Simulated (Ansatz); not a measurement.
C$_{2}$H$_{6}$ClGeN (`N=[CH][GeH2][CH2]Cl`), relaxed with RKS PBE-D4/def2-SVP in the Gaussian-basis code of Ansatz from a rough embedded geometry. The force threshold is 0.03 eV/Å; the program also tests the step.

Total charge 0; spin multiplicity 1.

Start:

```xyz
11

N    -0.424    1.873    1.736
C    -0.002    1.340    0.694
Ge   -0.449   -0.496    0.237
C     0.538   -0.915   -1.448
Cl    2.247   -0.869   -1.195
H    -1.124    1.373    2.376
H     0.677    1.934    0.042
H     0.065   -1.385    1.356
H    -1.939   -0.597    0.079
H     0.224   -1.993   -1.677
H     0.185   -0.266   -2.199
```

| step | energy (eV) | largest force (eV/Å) | largest move (Å) |
| --- | --- | --- | --- |
| 1 | -72669.2366 | 3.296 | 0.000 |
| 2 | -72669.5005 | 1.228 | 0.178 |
| 3 (rejected) | -72669.4374 | 2.449 | 0.196 |
| 4 | -72669.6103 | 0.698 | 0.098 |
| 5 | -72669.6514 | 0.064 | 0.100 |
| 6 | -72669.6542 | 0.036 | 0.040 |
| 7 | -72669.6566 | 0.079 | 0.060 |
| 8 | -72669.6588 | 0.035 | 0.089 |
| 9 | -72669.6593 | 0.340 | 0.195 |
| 10 | -72669.6631 | 0.189 | 0.044 |
| 11 | -72669.6695 | 0.120 | 0.200 |
| 12 | -72669.6779 | 0.072 | 0.156 |
| 13 (rejected) | -72669.6694 | 0.846 | 0.196 |
| 14 | -72669.6823 | 0.048 | 0.098 |
| 15 | -72669.6833 | 0.130 | 0.099 |
| 16 | -72669.6842 | 0.135 | 0.039 |
| 17 | -72669.6856 | 0.054 | 0.030 |
| 18 | -72669.6862 | 0.033 | 0.051 |
| 19 | -72669.6866 | 0.052 | 0.043 |
| 20 | -72669.6868 | 0.061 | 0.050 |
| 21 | -72669.6869 | 0.039 | 0.003 |
| 22 | -72669.6869 | 0.024 | 0.004 |

End:

```xyz
11

N    -0.626    2.122    1.445
C     0.167    1.244    0.954
Ge   -0.295   -0.606    0.396
C     0.365   -0.895   -1.453
Cl    2.154   -0.650   -1.473
H    -1.589    1.739    1.537
H     1.230    1.547    0.806
H     0.374   -1.669    1.307
H    -1.847   -0.742    0.453
H     0.155   -1.920   -1.813
H    -0.086   -0.171   -2.159
```

Run time 28 s (4 threads of an Arm Neoverse V2 on a shared host); peak host memory 0.18 GiB.
